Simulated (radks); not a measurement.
Results of a calculation; reference values are marked as such.
Task: The mean radii <r> (bohr) of the occupied orbitals of an atom or ion are listed with their occupations. Level of theory: non-relativistic Kohn-Sham, LB94 model potential, spin-polarised, spherical densities, point nucleus (a radial shooting solver on a logarithmic mesh with Libxc functionals).

| orbital | occ. | <r> |
|---|---|---|
| 1s | 2 | 0.02966 |
| 2s | 2 | 0.1213 |

Name the element and its charge. Open shells, if any, are filled with parallel spins first.

Result: Z = 51, antimony, charge +47: Sb47+ in [He] 2s2. The 1s radius gives Z: for a bare nucleus <r> = 1.5/Z, 0.02941 bohr for Z = 51, and screening makes it slightly larger (0.02966 here). The occupations add up to 4, and the charge is Z minus that.
